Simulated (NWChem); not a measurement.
System: C₂H₆ClNSi; SMILES C/N=C\[SiH2]Cl

Output (shortened):

```
             Northwest Computational Chemistry Package (NWChem) 7.3.0
             --------------------------------------------------------

                             Geometry "geometry" -> ""
                             -------------------------

 Output coordinates in angstroms (scale by  1.889725989 to convert to a.u.)

  No.       Tag          Charge          X              Y              Z
 ---- ---------------- ---------- -------------- -------------- --------------
    1 C                    6.0000    -1.10273500    -1.97811100     0.43013300
    2 N                    7.0000     0.03025500    -2.08676200    -0.45515700
    3 C                    6.0000     0.86741800    -1.12202000    -0.55791000
    4 Si                  14.0000     0.89391400     0.56637200     0.35436400
    5 Cl                  17.0000    -0.81559600     1.68840600    -0.08671800
    6 H                    1.0000    -1.17243400    -1.03135100     1.01953800
    7 H                    1.0000    -1.09687400    -2.84122700     1.12924100
    8 H                    1.0000    -2.03305500    -2.07876400    -0.16904200
    9 H                    1.0000     1.70990400    -1.28207100    -1.27062800
   10 H                    1.0000     0.97071600     0.41080500     1.84719500
   11 H                    1.0000     2.09107100     1.32655600    -0.13550800

 Effective nuclear repulsion energy (a.u.)     268.7362944154

                                 NWChem DFT Module
                                 -----------------

 Summary of "ao basis" -> "ao basis" (spherical)
 ------------------------------------------------------------------------------
       Tag                 Description            Shells   Functions and Types
 ---------------- ------------------------------  ------  ---------------------
 C                           6-31g*                  6       14   3s2p1d
 N                           6-31g*                  6       14   3s2p1d
 Si                          6-31g*                  8       18   4s3p1d
 Cl                          6-31g*                  8       18   4s3p1d
 H                           6-31g*                  2        2   2s

 in cosmo_initialize ...
 calling solv_data for solv:h2o

 solvent parameters
 solvname_short: h2o
 solvname_long:  water
 dielec:       78.4000
 dielecinf:     1.7769
 aqueous SMD model solvent descriptors
 dielec:       78.4000
 sola:          0.8200

          ---------------
          -cosmo- solvent
          ---------------
 Cosmo: York-Karplus, doi: 10.1021/jp992097l
 dielectric constant -eps-     =  78.40
 screen = (eps-1)/(eps    )    =   0.98724
 surface charge correction     = lagrangian

   van der Waals surface
 --------------------------

 ---------- ATOMIC COORDINATES (A.U.) ------------ VDWR(ANG.) --
     1   -2.08386699   -3.73808776    0.81283351     1.850
     2    0.05717366   -3.94340838   -0.86012201     1.890
     3    1.63918234   -2.12031035   -1.05429703     1.850
     4    1.68925252    1.07028789    0.66965086     2.470
     5   -1.54125296    3.19062470   -0.16387326     2.380
     6   -2.21557900   -1.94897079    1.92664745     1.200
     7   -2.07279130   -5.36914050    2.13395607     1.200
     8   -3.84191687   -3.92829435   -0.31944306     1.200
     9    3.23125003   -2.42276289   -2.40113875     1.200
    10    1.83438725    0.77630888    3.49069240     1.200
    11    3.95155121    2.50682735   -0.25607299     1.200
 number of segments per atom =        128
 number of   points per atom =        128
 atom (   nspa,  nppa )
 ----------------------
    1 (     48,     0 )       0
    2 (     58,     0 )       0
    3 (     32,     0 )       0
    4 (     65,     0 )       0
    5 (     90,     0 )       0
    6 (     33,     0 )       0
    7 (     54,     0 )       0
    8 (     55,     0 )       0
    9 (     54,     0 )       0
   10 (     33,     0 )       0
   11 (     33,     0 )       0
 number of -cosmo- surface points =      555
 molecular surface =    150.204 angstrom**2
 molecular volume  =    135.029 angstrom**3
 -lineq- algorithm             =   0
 -bem- low  level              =   3
 -bem- from -octahedral-
 gaussian surface charge width =   4.50000
 degree of switching           =   1.00000
 switching function tolerance  =   0.00010
 atomic radii =
 --------------
    1  6.000  1.850
    2  7.000  1.890
    3  6.000  1.850
    4 14.000  2.470
    5 17.000  2.380
    6  1.000  1.200
    7  1.000  1.200
    8  1.000  1.200
    9  1.000  1.200
   10  1.000  1.200
   11  1.000  1.200
 ...... end of -cosmo- initialization ......

 nat:                    11
 ixmem:                  6636
 calling mnsol_interface()
 G(SMD-CDS) energy (kcal/mol)  =     1.676
 SMD-CDS SASA (angstrom**2)    =   163.287

            General Information
            -------------------
          SCF calculation type: DFT
          Wavefunction type:  closed shell.
          No. of atoms     :    11
          No. of electrons :    56
           Alpha electrons :    28
            Beta electrons :    28
          Charge           :     0
          Spin multiplicity:     1
          Use of symmetry is: off; symmetry adaption is: off
          Maximum number of iterations: 150
          AO basis - number of functions:    90
                     number of shells:    46
          Convergence on energy requested:  1.00D-06
          Convergence on density requested:  1.00D-05
          Convergence on gradient requested:  5.00D-04

              XC Information
              --------------
                       M05-2X Method XC Functional
                     Hartree-Fock (Exact) Exchange  0.560
                M05-2X metaGGA Exchange Functional  0.440
                      M05-2X Correlation Potential  1.000

             Grid Information
             ----------------
          Grid used for XC integration:  medium
          Radial quadrature: Mura-Knowles
          Angular quadrature: Lebedev.
          Tag              B.-S. Rad. Rad. Pts. Rad. Cut. Ang. Pts.
          ---              ---------- --------- --------- ---------
          C                   0.70       49          11.0       434
          N                   0.65       49          10.0       434
          Si                  1.10       88          10.0       590
          Cl                  1.00       88          11.0       590
          H                   0.35       45          12.0       434
          Grid pruning is: on
          Number of quadrature shells:   593
          Spatial weights used:  Erf1

      Superposition of Atomic Density Guess
      -------------------------------------

 Sum of atomic energies:        -880.87153202

      Non-variational initial energy
      ------------------------------

 Total energy =    -883.026832
 1-e energy   =   -1748.288461
 2-e energy   =     596.525335
 HOMO         =      -0.262641
 LUMO         =      -0.041443

   convergence    iter        energy       DeltaE   RMS-Dens  Diis-err
 ---------------- ----- ----------------- --------- --------- ---------
     COSMO gas phase
 d= 0,ls=0.0,diis     1   -884.1195649532 -1.15D+03  1.01D-02  4.58D-01
 d= 0,ls=0.0,diis     2   -884.1380821286 -1.85D-02  5.33D-03  3.86D-01
 d= 0,ls=0.0,diis     3   -884.1809013703 -4.28D-02  1.34D-03  4.46D-02
 d= 0,ls=0.0,diis     4   -884.1855558048 -4.65D-03  5.53D-04  3.48D-03
 d= 0,ls=0.0,diis     5   -884.1860147388 -4.59D-04  1.27D-04  4.29D-05
  Resetting Diis
 d= 0,ls=0.0,diis     6   -884.1860242384 -9.50D-06  4.14D-05  8.88D-06
 d= 0,ls=0.0,diis     7   -884.1860256610 -1.42D-06  1.17D-05  5.86D-07
 d= 0,ls=0.0,diis     8   -884.1860256789 -1.78D-08  5.13D-06  6.16D-07

   convergence    iter        energy       DeltaE   RMS-Dens  Diis-err
 ---------------- ----- ----------------- --------- --------- ---------
     COSMO solvation phase
 d= 0,ls=0.0,diis     1   -884.1900505272 -4.02D-03  1.58D-03  2.90D-03
 d= 0,ls=0.0,diis     2   -884.1908036138 -7.53D-04  3.52D-04  1.69D-03
 d= 0,ls=0.0,diis     3   -884.1909701296 -1.67D-04  2.02D-04  3.08D-04
 d= 0,ls=0.0,diis     4   -884.1910106081 -4.05D-05  5.69D-05  2.12D-05
 d= 0,ls=0.0,diis     5   -884.1910136266 -3.02D-06  1.83D-05  1.09D-06
 d= 0,ls=0.0,diis     6   -884.1910138384 -2.12D-07  4.27D-06  4.55D-08

         Total DFT energy =     -884.191013838379
      One electron energy =    -1751.541123267739
           Coulomb energy =      667.758643237219
    Exchange-Corr. energy =      -69.092494800672
 Nuclear repulsion energy =      268.736294415375

             COSMO energy =       -0.052333422562

 Numeric. integr. density =       55.999992120261

                                COSMO-SMD solvation results
                                ---------------------------

             internal energy in gas <Psi(g)|H|Psi(g)> =      -884.186025678882
         internal energy in solvent <Psi(s)|H|Psi(s)> =      -884.184872759550
                               delta internal energy  =         0.001152919332 (    0.72 kcal/mol)
   total free energy in solvent <Psi(s)|H+V/2|Psi(s)> =      -884.193684824598
 polarization energy contribution <Psi(s)|V/2|Psi(s)> =        -0.008812065048 (   -5.53 kcal/mol)
    total free energy in solvent including G(SMD-CDS) =      -884.191013838379
                       G(SMD-CDS) energy contribution =         0.002670986219 (    1.68 kcal/mol)
     1 M fixed-concentration free energy of solvation =        -0.004988159497 (   -3.13 kcal/mol)

                       DFT Final Molecular Orbital Analysis
                       ------------------------------------

 Vector   26  Occ=2.000000D+00  E=-3.795587D-01
              MO Center= -7.7D-02,  1.0D+00,  1.3D-01, r^2= 4.0D+00
   Bfn.  Coefficient  Atom+Function         Bfn.  Coefficient  Atom+Function
  ----- ------------  ---------------      ----- ------------  ---------------
    69      0.484177   5 Cl pz               73      0.281965   5 Cl pz
    67     -0.267415   5 Cl px               90      0.195992  11 H  s
    65     -0.188054   5 Cl pz               88     -0.178819  10 H  s
    51     -0.157084   4 Si pz               71     -0.153801   5 Cl px
    89      0.143625  11 H  s                68     -0.142622   5 Cl py

 Vector   27  Occ=2.000000D+00  E=-3.693049D-01
              MO Center=  5.0D-02, -1.3D+00, -1.2D-01, r^2= 3.6D+00
   Bfn.  Coefficient  Atom+Function         Bfn.  Coefficient  Atom+Function
  ----- ------------  ---------------      ----- ------------  ---------------
    19      0.249403   2 N  pz               33      0.250139   3 C  pz
    17      0.196182   2 N  px               23      0.178002   2 N  pz
    37      0.176769   3 C  pz               68     -0.176990   5 Cl py
    31      0.168572   3 C  px                5     -0.145040   1 C  pz
    21      0.140187   2 N  px               88     -0.139197  10 H  s

 Vector   28  Occ=2.000000D+00  E=-3.104942D-01
              MO Center=  2.2D-01, -1.4D+00, -3.1D-01, r^2= 3.3D+00
   Bfn.  Coefficient  Atom+Function         Bfn.  Coefficient  Atom+Function
  ----- ------------  ---------------      ----- ------------  ---------------
    18      0.366108   2 N  py               22      0.308998   2 N  py
    19      0.247964   2 N  pz               20     -0.223136   2 N  s
    50      0.222357   4 Si py               32     -0.204399   3 C  py
    23      0.191638   2 N  pz               68     -0.181352   5 Cl py
    86      0.154346   9 H  s                51      0.149894   4 Si pz

 Vector   29  Occ=0.000000D+00  E=-9.949677D-03
              MO Center=  5.7D-01, -7.1D-01, -1.7D-01, r^2= 4.1D+00
   Bfn.  Coefficient  Atom+Function         Bfn.  Coefficient  Atom+Function
  ----- ------------  ---------------      ----- ------------  ---------------
    53      0.459761   4 Si px               70      0.434842   5 Cl s
    54     -0.341985   4 Si py               23     -0.314798   2 N  pz
    55      0.282063   4 Si pz               71      0.277613   5 Cl px
    19     -0.274609   2 N  pz               52     -0.271578   4 Si s
    37      0.250711   3 C  pz               21     -0.233720   2 N  px

 Vector   30  Occ=0.000000D+00  E= 7.172024D-02
              MO Center=  5.7D-01,  1.7D-01,  3.6D-01, r^2= 4.9D+00
   Bfn.  Coefficient  Atom+Function         Bfn.  Coefficient  Atom+Function
  ----- ------------  ---------------      ----- ------------  ---------------
    53      0.880531   4 Si px               70      0.624006   5 Cl s
    88      0.505690  10 H  s                52     -0.469401   4 Si s
    54     -0.461316   4 Si py               71      0.368728   5 Cl px
    37     -0.332787   3 C  pz               49      0.322439   4 Si px
    48     -0.295044   4 Si s                55     -0.281476   4 Si pz

 Vector   31  Occ=0.000000D+00  E= 8.815797D-02
              MO Center=  8.1D-01,  4.7D-01,  4.3D-01, r^2= 4.9D+00
   Bfn.  Coefficient  Atom+Function         Bfn.  Coefficient  Atom+Function
  ----- ------------  ---------------      ----- ------------  ---------------
    54      1.158247   4 Si py               34      1.138218   3 C  s
    55      0.548031   4 Si pz               90     -0.497379  11 H  s
    53      0.407236   4 Si px               36      0.393408   3 C  py
     6      0.324037   1 C  s                52     -0.323437   4 Si s
    86     -0.280206   9 H  s                72     -0.274295   5 Cl py

     Multipole analysis of the density
     ---------------------------------

     L   x y z        total         alpha         beta         nuclear
     -   - - -        -----         -----         ----         -------
     0   0 0 0     -0.000000    -28.000000    -28.000000     56.000000

     1   1 0 0      0.562945      2.247850      2.247850     -3.932756
     1   0 1 0     -0.153265      1.881182      1.881182     -3.915629
     1   0 0 1      0.501881     -1.596196     -1.596196      3.694273

     2   2 0 0    -30.990955   -103.454759   -103.454759    175.918562
     2   1 1 0      2.814348      1.376955      1.376955      0.060438
     2   1 0 1     -0.886841      4.845398      4.845398    -10.577637
     2   0 2 0    -38.821417   -254.200881   -254.200881    469.580344
     2   0 1 1     -1.925433     -7.961628     -7.961628     13.997823
     2   0 0 2    -33.522076    -41.226261    -41.226261     48.930447
```

Level: M05-2X/6-31G* (spherical d), SMD on the gas-phase geometry. All runs use the structure optimised with PBE-D3(BJ)/def2-SVP. Solvent: water.

### Question
Which NWChem input produces such a log?

### Answer
This is not unique; one that fits is the input that was run:
```
start job
memory heap 200 mb stack 900 mb global 1100 mb
geometry units angstroms noautosym nocenter noautoz
  C     -1.102735    -1.978111     0.430133
  N      0.030255    -2.086762    -0.455157
  C      0.867418    -1.122020    -0.557910
  Si     0.893914     0.566372     0.354364
  Cl    -0.815596     1.688406    -0.086718
  H     -1.172434    -1.031351     1.019538
  H     -1.096874    -2.841227     1.129241
  H     -2.033055    -2.078764    -0.169042
  H      1.709904    -1.282071    -1.270628
  H      0.970716     0.410805     1.847195
  H      2.091071     1.326556    -0.135508
end
basis spherical
  C library 6-31g*
  N library 6-31g*
  Si library 6-31g*
  Cl library 6-31g*
  H library 6-31g*
end
dft
  xc m05-2x
  iterations 150
end
cosmo
  do_cosmo_smd true
  solvent water
end
task dft energy
```
